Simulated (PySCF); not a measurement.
# [Ce(SH)3]+ at several levels of theory

Computed with PySCF 2.14.0 (density fitting, no spin-orbit coupling) at the geometry relaxed with PBE0:

```xyz
7
[Ce(SH)3]+ (singlet)
Ce    0.0000    0.0000   -0.0246
S     2.2992    0.3914    0.9128
H     2.5375   -0.8093    1.5003
S    -1.4886    1.7955    0.9128
H    -0.5679    2.6022    1.5003
S    -0.8106   -2.1869    0.9128
H    -1.9696   -1.7929    1.5003
```

```
level                                                 basis    state  HOMO (eV)  gap (eV)  charge on Ce1 (e)  population of f-type functions on Ce1 (polarisation alone where 4f lies in the core)  dipole about the centre of mass (D)  largest force component (eV/Å)
 PBE0     Ce lcecp-2-SVP with ECP46, S def2-SVP, H def2-SVP  singlet          –         –               1.15                                                                                  0.07                                 2.43                            0.01
B3LYP                                              the same  singlet          –         –               1.07                                                                                  0.07                                 2.36                            0.39
 PBE0  Ce lcecp-2-TZVP with ECP46, S def2-TZVP, H def2-TZVP  singlet          –         –               1.39                                                                                  0.09                                 2.54                            0.20
```

In the lcecp rows the 4f levels are missing from HOMO and gap, and the state counts the valence alone.

Charges are Mulliken's, which hang on the basis. The relaxation used the grid (50, 194), these runs (75, 302) or, all-electron (x2c bases, spin-free X2C Hamiltonian), (99, 590).

Question: What does PBE with Ce lcecp-2-SVP with ECP46, S def2-SVP, H def2-SVP give here?

Answer: state singlet, charge on Ce1 (e) 0.99, population of f-type functions on Ce1 (polarisation alone where 4f lies in the core) 0.07, dipole about the centre of mass (D) 1.99, largest force component (eV/Å) 0.35. Time: 12 s on 2 threads of Arm Neoverse V1 (shared host), from an already converged density.
